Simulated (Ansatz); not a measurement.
```yaml
crystal:
  periodic: [false, false, false]
  atoms:
    - {symbol: Ti, position_ang: [-0.546167, -1.217208, 0.216068]}
    - {symbol: Si, position_ang: [-0.534784, 1.083995, 0.527964]}
    - {symbol: Si, position_ang: [1.080951, 0.133212, -0.744032]}
basis:
  gaussian: {orbitals: def2-SVPD, final_grid: {core_spheres: 20, valence_spheres: 16, degree: 47}}
hamiltonian: {xc: {name: revPBE0}, pseudopotentials: {relativity: scalar}}
```

```sh
$ ansatz run in.yaml --threads 4 --pin off --events-out ev --progress --plain --max-ram 3916MiB
```

Shortened log:

```
Functional definition: revPBE0
  name "revPBE0"
  cite "Zhang & Yang, Phys. Rev. Lett. 80, 890 (1998) doi:10.1103/PhysRevLett.80.890"
  cite "Adamo & Barone, J. Chem. Phys. 110, 6158 (1999) doi:10.1063/1.478522"
  cite "Perdew, Burke & Ernzerhof, Phys. Rev. Lett. 77, 3865 (1996) doi:10.1103/PhysRevLett.77.3865"
  parameter a = 0.25
  parameter kappa = 1.245
  parameter beta = 0.06672455060314922
  exchange = (1 - a)*pbe_x(kappa = kappa, mu = beta*pi^2/3) + a*exact_x
  correlation = pbe_c(beta = beta)
818 factors; integrals over basis functions are off by at most 7.7e-4 eV
mean field evaluation 1: about -38979.7906 eV, gradient 2.7e1 eV
mean field evaluation 2: about -38978.1785 eV, gradient 3.5e1 eV
mean field evaluation 4: about -38982.3245 eV, gradient 4.8e0 eV
mean field evaluation 8: about -38982.4162 eV, gradient 3.5e-1 eV
mean field evaluation 16: about -38982.4179 eV, gradient 4.8e-4 eV
mean field evaluation 32: about -38982.1016 eV, gradient 2.6e0 eV
mean field -38982.41786954 eV, -1432.5774334739 hartree, gradient 1.4e-5 eV, S^2 0.000000; 2 other end points of the search recorded, 0 dependent functions left out
reference -38982.41790775 eV, -1432.5774348778 hartree; 25, 25 occupied and 57, 57 virtual orbitals, 818 factors
Total energy: -38982.41790775 eV, -1432.5774348778 hartree
Relativity: scalar
```

Run time 1.8 s (4 threads of Intel Xeon 6975P-C on a shared host).

The restricted singlet is unstable towards broken spin symmetry at other levels; at RKS revPBE0/def2-SVPD this wasn't settled.
